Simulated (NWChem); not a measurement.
Everything below was run with NWChem. System: CH$_{4}$Si, charge 1, spin multiplicity 2, at the geometry of a parent with another charge or spin, in a state set for the comparison that need not be this species' ground state. Its SCF solution wasn't tested for a lower state. Level: UB3LYP/cc-pVTZ, VWN1-RPA local correlation.

Job file:

```
start mol
memory heap 200 mb stack 900 mb global 1100 mb
charge 1
geometry units angstroms nocenter noautoz
  Si    -0.532134     0.553101     0.000000
  H      0.612838     1.603770     0.000000
  C      0.665956    -0.941803     0.000000
  H      0.157878    -1.926085     0.000000
  H      1.341708    -0.885143     0.884357
  H      1.341708    -0.885143    -0.884357
  symmetry group Cs
end
basis spherical
  * library cc-pvtz
end
dft
  xc b3lyp
  odft
  mult 2
  semidirect memsize 60000000 filesize 0
  iterations 100
end
task dft energy
```

Output (cleaned and shortened):

```
             Northwest Computational Chemistry Package (NWChem) 7.3.0
             --------------------------------------------------------

                                NWChem Input Module
                                -------------------

 Scaling coordinates for geometry "geometry" by  1.889725989
 (inverse scale =  0.529177249)

 Turning off AUTOSYM since
 SYMMETRY directive was detected!

                             Geometry "geometry" -> ""
                             -------------------------

 Output coordinates in angstroms (scale by  1.889725989 to convert to a.u.)

  No.       Tag          Charge          X              Y              Z
 ---- ---------------- ---------- -------------- -------------- --------------
    1 Si                  14.0000    -0.53213400     0.55310100     0.00000000
    2 H                    1.0000     0.61283800     1.60377000     0.00000000
    3 C                    6.0000     0.66595600    -0.94180300     0.00000000
    4 H                    1.0000     0.15787800    -1.92608500     0.00000000
    5 H                    1.0000     1.34170800    -0.88514300     0.88435700
    6 H                    1.0000     1.34170800    -0.88514300    -0.88435700

 Effective nuclear repulsion energy (a.u.)      47.9545700937

            Nuclear Dipole moment (a.u.)
            ----------------------------
        X                 Y               Z
 ---------------- ---------------- ----------------
    -0.0000151178    -0.0000094486     0.0000000000

      Symmetry information
      --------------------

 Group name             Cs
 Group number              2
 Group order               2
 No. of unique centers     5

      Symmetry unique atoms

     1    2    3    4    5


 Summary of "ao basis" -> "" (spherical)
 ------------------------------------------------------------------------------
       Tag                 Description            Shells   Functions and Types
 ---------------- ------------------------------  ------  ---------------------
 *                          cc-pvtz                   on all atoms

                                 NWChem DFT Module
                                 -----------------

 Summary of "ao basis" -> "ao basis" (spherical)
 ------------------------------------------------------------------------------
       Tag                 Description            Shells   Functions and Types
 ---------------- ------------------------------  ------  ---------------------
 Si                         cc-pvtz                 12       34   5s4p2d1f
 H                          cc-pvtz                  6       14   3s2p1d
 C                          cc-pvtz                 10       30   4s3p2d1f

 Summary of "ao basis" -> "ao basis" (spherical)
 ------------------------------------------------------------------------------
       Tag                 Description            Shells   Functions and Types
 ---------------- ------------------------------  ------  ---------------------
 Si                         cc-pvtz                 12       34   5s4p2d1f
 H                          cc-pvtz                  6       14   3s2p1d
 C                          cc-pvtz                 10       30   4s3p2d1f

      Symmetry analysis of basis
      --------------------------

        a'         77
        a"         43

            General Information
            -------------------
          SCF calculation type: DFT
          Wavefunction type:  spin polarized.
          No. of atoms     :     6
          No. of electrons :    23
           Alpha electrons :    12
            Beta electrons :    11
          Charge           :     1
          Spin multiplicity:     2
          Use of symmetry is: on ; symmetry adaption is: on
          Maximum number of iterations: 100
          AO basis - number of functions:   120
                     number of shells:    46
          Convergence on energy requested:  1.00D-06
          Convergence on density requested:  1.00D-05
          Convergence on gradient requested:  5.00D-04

              XC Information
              --------------
                         B3LYP Method XC Potential
                     Hartree-Fock (Exact) Exchange  0.200
                        Slater Exchange Functional  0.800 local
                    Becke 1988 Exchange Functional  0.720 non-local
              Lee-Yang-Parr Correlation Functional  0.810
                  VWN I RPA Correlation Functional  0.190 local

             Grid Information
             ----------------
          Grid used for XC integration:  medium
          Radial quadrature: Mura-Knowles
          Angular quadrature: Lebedev.
          Tag              B.-S. Rad. Rad. Pts. Rad. Cut. Ang. Pts.
          ---              ---------- --------- --------- ---------
          Si                  1.10       88           9.0       590
          H                   0.35       45          10.0       434
          C                   0.70       49           9.0       434
          Grid pruning is: on
          Number of quadrature shells:   272
          Spatial weights used:  Erf1

          Convergence Information
          -----------------------
          Convergence aids based upon iterative change in
          total energy or number of iterations.
          Levelshifting, if invoked, occurs when the
          HOMO/LUMO gap drops below (HL_TOL):  1.00D-02
          DIIS, if invoked, will attempt to extrapolate
          using up to (NFOCK): 10 stored Fock matrices.

                    Damping( 0%)  Levelshifting(0.5)       DIIS
                  --------------- ------------------- ---------------
[...]
    35      0.089531  2 H  s                 59     -0.082920  3 C  px

 Vector   13  Occ=0.000000D+00  E=-3.608403D-01  Symmetry=a"
              MO Center= -5.2D-01,  5.3D-01, -1.5D-15, r^2= 2.4D+00
   Bfn.  Coefficient  Atom+Function         Bfn.  Coefficient  Atom+Function
  ----- ------------  ---------------      ----- ------------  ---------------
    11      0.598198  1 Si pz                17      0.455959  1 Si pz
    14      0.088754  1 Si pz                95     -0.084761  5 H  s
   109      0.084761  6 H  s                 58     -0.069935  3 C  pz
    94     -0.062126  5 H  s                108      0.062126  6 H  s
    55     -0.051428  3 C  pz                93     -0.047548  5 H  s

 Vector   14  Occ=0.000000D+00  E=-2.212851D-01  Symmetry=a'
              MO Center= -5.7D-01,  4.9D-01, -1.4D-15, r^2= 3.7D+00
   Bfn.  Coefficient  Atom+Function         Bfn.  Coefficient  Atom+Function
  ----- ------------  ---------------      ----- ------------  ---------------
    16      0.842336  1 Si py                52      0.738214  3 C  s
    37     -0.656358  2 H  s                 10      0.394639  1 Si py
    50      0.167000  3 C  s                 59     -0.166498  3 C  px
    18     -0.165347  1 Si d -2              95     -0.160235  5 H  s
   109     -0.160235  6 H  s                 23     -0.146949  1 Si d -2

 Vector   15  Occ=0.000000D+00  E=-1.569320D-01  Symmetry=a'
              MO Center= -1.8D-01,  5.7D-01, -1.7D-15, r^2= 4.5D+00
   Bfn.  Coefficient  Atom+Function         Bfn.  Coefficient  Atom+Function
  ----- ------------  ---------------      ----- ------------  ---------------
     5      1.371306  1 Si s                 52     -1.285886  3 C  s
    15      1.178230  1 Si px                37     -1.139352  2 H  s
    60     -0.493895  3 C  py                 9      0.299689  1 Si px
     3      0.247761  1 Si s                 95      0.201558  5 H  s
   109      0.201558  6 H  s                 50     -0.183557  3 C  s

                     DFT Final Beta Molecular Orbital Analysis
                     -----------------------------------------

 Vector    9  Occ=1.000000D+00  E=-6.287189D-01  Symmetry=a'
              MO Center=  5.5D-01, -1.1D+00,  2.1D-14, r^2= 1.5D+00
   Bfn.  Coefficient  Atom+Function         Bfn.  Coefficient  Atom+Function
  ----- ------------  ---------------      ----- ------------  ---------------
    56      0.227719  3 C  px                80     -0.219906  4 H  s
    53      0.207381  3 C  px                79     -0.147776  4 H  s
    57      0.145630  3 C  py                94      0.136841  5 H  s
   108      0.136841  6 H  s                 54      0.135719  3 C  py
    59      0.119421  3 C  px                 3     -0.103439  1 Si s

 Vector   10  Occ=1.000000D+00  E=-6.251986D-01  Symmetry=a"
              MO Center=  9.0D-01, -8.5D-01, -2.1D-14, r^2= 1.3D+00
   Bfn.  Coefficient  Atom+Function         Bfn.  Coefficient  Atom+Function
  ----- ------------  ---------------      ----- ------------  ---------------
    58      0.272363  3 C  pz                55      0.252062  3 C  pz
    94      0.222135  5 H  s                108     -0.222135  6 H  s
    93      0.141699  5 H  s                107     -0.141699  6 H  s
    61      0.140718  3 C  pz                11      0.095508  1 Si pz
    95      0.069217  5 H  s                109     -0.069217  6 H  s

 Vector   11  Occ=1.000000D+00  E=-5.531717D-01  Symmetry=a'
              MO Center=  2.5D-01,  1.6D-01, -4.0D-17, r^2= 2.5D+00
   Bfn.  Coefficient  Atom+Function         Bfn.  Coefficient  Atom+Function
  ----- ------------  ---------------      ----- ------------  ---------------
    10      0.377171  1 Si py                57     -0.216779  3 C  py
    36      0.202813  2 H  s                 54     -0.185357  3 C  py
    16      0.132023  1 Si py                35      0.128826  2 H  s
    80      0.127077  4 H  s                 60     -0.109781  3 C  py
    37      0.101769  2 H  s                 56      0.090504  3 C  px

 Vector   12  Occ=0.000000D+00  E=-4.129316D-01  Symmetry=a'
              MO Center= -5.9D-01,  4.9D-01,  6.4D-16, r^2= 2.6D+00
   Bfn.  Coefficient  Atom+Function         Bfn.  Coefficient  Atom+Function
  ----- ------------  ---------------      ----- ------------  ---------------
     9      0.413249  1 Si px                 5     -0.352033  1 Si s
     3     -0.292192  1 Si s                 15      0.227039  1 Si px
    36      0.159995  2 H  s                 37      0.137850  2 H  s
    56     -0.130833  3 C  px                53     -0.111148  3 C  px
    52      0.091605  3 C  s                 35      0.090339  2 H  s

 Vector   13  Occ=0.000000D+00  E=-3.440028D-01  Symmetry=a"
              MO Center= -4.5D-01,  5.3D-01,  1.7D-15, r^2= 2.5D+00
   Bfn.  Coefficient  Atom+Function         Bfn.  Coefficient  Atom+Function
  ----- ------------  ---------------      ----- ------------  ---------------
    11      0.575465  1 Si pz                17      0.485155  1 Si pz
    95     -0.092275  5 H  s                109      0.092275  6 H  s
    14      0.090644  1 Si pz                94     -0.071103  5 H  s
   108      0.071103  6 H  s                 58     -0.067353  3 C  pz
    55     -0.052226  3 C  pz                93     -0.048873  5 H  s

 Vector   14  Occ=0.000000D+00  E=-1.974127D-01  Symmetry=a'
              MO Center= -4.1D-01,  3.9D-01, -8.9D-16, r^2= 4.3D+00
   Bfn.  Coefficient  Atom+Function         Bfn.  Coefficient  Atom+Function
  ----- ------------  ---------------      ----- ------------  ---------------
    52      1.066997  3 C  s                 16      0.945147  1 Si py
    37     -0.725742  2 H  s                 10      0.347592  1 Si py
    95     -0.254443  5 H  s                109     -0.254443  6 H  s
    50      0.193211  3 C  s                 81     -0.183863  4 H  s
    59     -0.165196  3 C  px                23     -0.125509  1 Si d -2

   alpha - beta orbital overlaps
   -----------------------------

   alpha      1      2      3      4      5      6      7      8      9     10
    beta      1      2      3      4      6      5      7      8      9     10
 overlap   1.000  1.000  1.000  1.000  0.985  0.985  0.999  0.994  0.991  1.000

   alpha     11     12     13     14     15     16     17     18     19     20
    beta     11     12     13     14     15     16     17     18     20     19
 overlap   0.994  0.989  0.998  0.992  0.992  0.994  1.000  0.993  0.928  0.968

   alpha     21     22     23     24     25     26     27     28     29     30
    beta     21     22     23     24     25     26     28     27     29     30
 overlap   0.946  0.926  0.886  0.873  0.985  0.984  0.983  1.000  0.997  0.990

   alpha     31     32     33     34     35     36     37     38     39     40
    beta     31     32     33     34     35     36     37     38     39     40
 overlap   1.000  0.984  0.992  0.986  0.999  0.999  0.999  0.997  0.998  0.983

   alpha     41     42     43     44     45     46     47     48     49     50
    beta     41     43     42     44     45     46     47     48     49     50
 overlap   0.995  0.828  0.841  0.995  0.996  0.987  0.987  1.000  0.969  0.963

   alpha     51     52     53     54     55     56     57     58     59     60
    beta     51     52     53     54     55     56     57     58     59     60
 overlap   0.997  0.997  0.986  0.996  0.991  0.986  0.996  0.986  0.998  0.885

   alpha     61     62     63     64     65     66     67     68     69     70
    beta     61     62     63     64     65     66     67     68     69     70
 overlap   0.883  0.999  0.988  0.989  0.999  1.000  0.984  0.985  1.000  0.998

   alpha     71     72     73     74     75     76     77     78     79     80
    beta     71     72     73     74     75     76     77     78     79     80
 overlap   0.999  0.999  1.000  0.999  1.000  0.999  1.000  0.997  0.999  0.997

   alpha     81     82     83     84     85     86     87     88     89     90
    beta     81     82     83     84     85     86     87     88     89     90
 overlap   0.999  1.000  0.998  1.000  1.000  0.997  0.994  0.998  0.992  0.996

   alpha     91     92     93     94     95     96     97     98     99    100
    beta     91     92     93     94     95     96     97     98     99    101
 overlap   0.989  0.998  0.990  0.997  0.996  1.000  0.934  0.933  1.000  0.995

   alpha    101    102    103    104    105    106    107    108    109    110
    beta    100    102    103    104    105    106    107    108    109    110
 overlap   1.000  0.993  0.998  0.998  0.998  1.000  0.999  0.997  1.000  0.998

   alpha    111    112    113    114    115    116    117    118    119    120
    beta    111    112    113    114    115    116    117    118    119    120
 overlap   1.000  1.000  1.000  1.000  1.000  1.000  1.000  1.000  1.000  1.000

     --------------------------
     Expectation value of S2:
     --------------------------
      <S2> =      0.7536 (Exact =     0.7500)

 center of mass
 --------------
 x =  -0.14663434 y =   0.08860541 z =   0.00000000

 moments of inertia (a.u.)
 ------------------
         102.105853508767          61.816093628083           0.000000000000
          61.816093628083          66.377877908814           0.000000000000
           0.000000000000           0.000000000000         157.224777913968

     Multipole analysis of the density
     ---------------------------------

     L   x y z        total         alpha         beta         nuclear
     -   - - -        -----         -----         ----         -------
     0   0 0 0      1.000000    -12.000000    -11.000000     24.000000

     1   1 0 0     -0.387808      0.398149     -0.785941     -0.000015
     1   0 1 0      0.346971     -0.313817      0.660798     -0.000009
     1   0 0 1     -0.000000     -0.000000     -0.000000      0.000000

     2   2 0 0    -10.436191    -27.181672    -21.201267     37.946748
     2   1 1 0     -1.880595     17.122858     15.207958    -34.211411
     2   1 0 1      0.000000      0.000000     -0.000000      0.000000
     2   0 2 0    -10.668011    -38.264380    -34.731864     62.328233
     2   0 1 1      0.000000      0.000000      0.000000      0.000000
     2   0 0 2    -11.268858     -9.040002     -7.814624      5.585768

 Task  times  cpu:        4.2s     wall:        4.2s

 Total times  cpu:        4.2s     wall:        4.2s
```
